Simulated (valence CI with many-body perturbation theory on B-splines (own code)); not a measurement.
# Cd¹⁷⁺: calculated level list

Computed by configuration interaction combined with many-body perturbation theory (CI+MBPT): three valence electrons over a frozen Dirac-Fock core [Ar] 3d10, radial functions for each j: 11 s, 11 p, 10 d, 8 f, 5 g, 2 h, with the one-electron correlation potential Σ1, the two-electron term Σ2, the three-electron term Σ3, Breit, model QED; selected CI, second order for the rest, scaled by the run's own slope (own B-spline code, finite nucleus).

No measured spectrum was set against this ion. As an estimate, levels hold to about 250 cm⁻¹ or 0.2 % of their energy and the worst to 1 %, as in measured heavy ions of charge 2 to 7; those with d or f electrons hold less well.

Levels 1 to 45 of 187, with energies above the lowest level, 4s²4p ²P°_1/2. "Leading %" is the weight of the configuration and term that name the level; weights of strongly mixed levels are sums over their largest components and can fall short, so below about 35 % the name and the second component can differ from the true leading terms, or belong to a minority configuration. Lifetimes count E1, E2, E3, M1 and M2 decay at the calculated energies, and are blank where another channel may lead or the interval is too uncertain; long ones can be off by a factor of two.

```tsv
No.	Configuration	Term	J	E (cm⁻¹)	Leading %	Second component	Lifetime	g
1	4s²4p	²P°	1/2	0	98			0.664
2	4s²4p	²P°	3/2	68846	98		339 μs	1.333
3	4s4p²	⁴P	1/2	295000	88	10 % 4s4p² ²S	816 ps	2.567
4	4s4p²	⁴P	3/2	334540	97		6.00 ns	1.714
5	4s4p²	⁴P	5/2	358230	76	23 % 4s4p² ²D	912 ps	1.503
6	4s4p²	²D	3/2	406200	85	8 % 4s4p² ²P	63.0 ps	0.855
7	4s4p²	²D	5/2	432970	71	24 % 4s4p² ⁴P	170 ps	1.296
8	4s4p²	²P	1/2	440930	64	26 % 4s4p² ²S	16.2 ps	1.185
9	4s4p²	²S	1/2	509330	63	32 % 4s4p² ²P	20.4 ps	1.583
10	4s4p²	²P	3/2	517320	89	7 % 4s4p² ²D	11.7 ps	1.294
11	4s²4d	²D	3/2	637690	92	6 % 4s4p² ²D	6.80 ps	0.800
12	4s²4d	²D	5/2	649400	93	5 % 4s4p² ²D	8.47 ps	1.200
13	4p³	⁴S°	3/2	733180	34	30 % 4p³ ²P°	24.3 ps	1.382
14	4p³	⁴S°	3/2	778530	52	40 % 4p³ ²D°	19.5 ps	1.428
15	4p³	²D°	5/2	783160	85	14 % 4s4p4d ²D°	47.4 ps	1.198
16	4p³	²P°	1/2	830370	91	5 % 4s4p4d ²P°	21.7 ps	0.664
17	4s4p4d	⁴F°	3/2	868140	75	11 % 4p³ ²P°	87.3 ps	0.598
18	4p³	²P°	3/2	875000	48	17 % 4s4p4d ⁴F°	24.4 ps	1.155
19	4s4p4d	⁴F°	5/2	882700	89	4 % 4s4p4d ⁴D°	113 ps	1.045
20	4s4p4d	⁴F°	7/2	904830	87	9 % 4s4p4d ⁴D°	77.0 ps	1.250
21	4s4p4d	⁴P°	5/2	920420	57	22 % 4s4p4d ⁴D°	10.6 ps	1.462
22	4s4p4d	⁴D°	3/2	926990	53	35 % 4s4p4d ⁴P°	7.54 ps	1.369
23	4s4p4d	⁴D°	1/2	930260	82	11 % 4s4p4d ⁴P°	6.12 ps	0.335
24	4s4p4d	⁴F°	9/2	943950	100			1.333
25	4s4p4d	²F°	5/2	962070	51	22 % 4s4p4d ²D°	12.9 ps	1.042
26	4s4p4d	²D°	3/2	966410	65	10 % 4s4p4d ⁴D°	8.73 ps	0.875
27	4s4p4d	⁴P°	1/2	973020	88	12 % 4s4p4d ⁴D°	9.19 ps	2.354
28	4s4p4d	⁴D°	7/2	975530	85	11 % 4s4p4d ⁴F°	7.09 ps	1.398
29	4s4p4d	⁴D°	5/2	976310	59	19 % 4s4p4d ⁴P°	7.64 ps	1.319
30	4s4p4d	⁴P°	3/2	976410	60	31 % 4s4p4d ⁴D°	8.59 ps	1.495
31	4s4p4d	²D°	5/2	995020	48	20 % 4s4p4d ⁴P°	13.1 ps	1.189
32	4s4p4d	²F°	7/2	1031200	98		19.3 ps	1.143
33	4s4p4d	²P°	3/2	1032900	54	34 % 4s4p4d ²D°	6.14 ps	1.148
34	4s4p4d	²F°	7/2	1053700	82	10 % 4s²4f ²F°	6.33 ps	1.160
35	4s4p4d	²F°	5/2	1056000	81	11 % 4s²4f ²F°	6.13 ps	0.879
36	4s4p4d	²P°	1/2	1069900	91	5 % 4s4p4d ⁴D°	7.46 ps	0.649
37	4s4p4d	²P°	1/2	1079800	91	5 % 4p³ ²P°	5.74 ps	0.658
38	4s4p4d	²D°	3/2	1092000	56	36 % 4s4p4d ²P°	4.85 ps	1.004
39	4s4p4d	²P°	3/2	1092500	81	10 % 4s4p4d ²D°	5.97 ps	1.273
40	4s4p4d	²D°	5/2	1097800	84	7 % 4s4p4d ²F°	4.48 ps	1.174
41	4s²4f	²F°	7/2	1232400	88	10 % 4s4p4d ²F°	5.87 ps	1.143
42	4s²4f	²F°	5/2	1232600	86	11 % 4s4p4d ²F°	5.44 ps	0.856
43	4p²4d	⁴F	3/2	1247000	62	13 % 4p²4d ²D	30.7 ps	0.635
44	4p²4d	⁴F	5/2	1266500	41	26 % 4p²4d ⁴D	30.4 ps	1.123
45	4p²4d	²F	5/2	1283500	61	33 % 4p²4d ⁴F	51.5 ps	0.917
```

Names give the largest LS component (configuration and term), which can be under half, so a name can repeat, a term be missing and a line seem to break the LS rules; names also repeat where a configuration has a term twice.

Where two levels of one J and parity lie close, their mixing, g and order are uncertain.

The ionisation energy to 4s² ¹S0 of the next ion comes out as 450.54 eV (NIST: 452.6 ± 0.3 eV (semi-empirical), further off than twice its uncertainty). All 187 levels together are meant to be complete up to 1981700 cm⁻¹.
